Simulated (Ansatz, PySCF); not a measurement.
Al(OH)(SiH3)2 (AlH7OSi2), SMILES [OH][Al]([SiH3])[SiH3]. Atoms are numbered in the order given.

```xyz
11

Al    -0.3125    -0.2870     0.0001
O     -1.5470    -1.4193     0.0017
H     -2.2473    -2.0621     0.0034
Si    -0.6996     1.8002    -1.2416
H      0.4952     2.7051    -1.2264
H     -1.8491     2.5722    -0.6630
H     -1.0389     1.5310    -2.6782
Si     1.7351    -0.8501     1.2405
H      2.7491     0.2530     1.2020
H      2.3916    -2.0778     0.6802
H      1.4414    -1.1372     2.6837
```

Geometry optimised at r2SCAN-D4/def2-SVP. A frequency run showed that this geometry is not a minimum. The structure was generated by enumeration; whether it is a known compound was not checked. Other conformers were not sampled.

Vertical ionisation energy (IE) and electron affinity (EA) in eV. Rows of orbital energies are one-electron estimates. Where ΔSCF, EOM or ADC give a negative EA the extra electron is unbound and the value depends on the basis.

```
level                                                                       IE    EA
------------------------------------------------------------------------  ----  ----
−ε(HOMO), −ε(LUMO), B3LYP/def2-TZVP (PySCF)                               6.71  1.93
−ε(HOMO), −ε(LUMO), PBE/def2-TZVP (PySCF)                                 5.86  2.50
ΔSCF, CAM-B3LYP/def2-SVPD (Ansatz), final states of multiplicity 2 and 2  8.83  0.18
ΔSCF, PBE/def2-SVPD (Ansatz), final states of multiplicity 2 and 2        8.46  0.34
```

**Question.** What vertical singlet–triplet gap does ΔSCF give with CAM-B3LYP/def2-SVPD (Ansatz, an electronic-structure program) and with PBE/def2-SVPD (Ansatz)? (The exact figures need the calculation; the answer reports its results.)

**Answer.** 3.61 and 3.11 eV (triplet above singlet where positive).
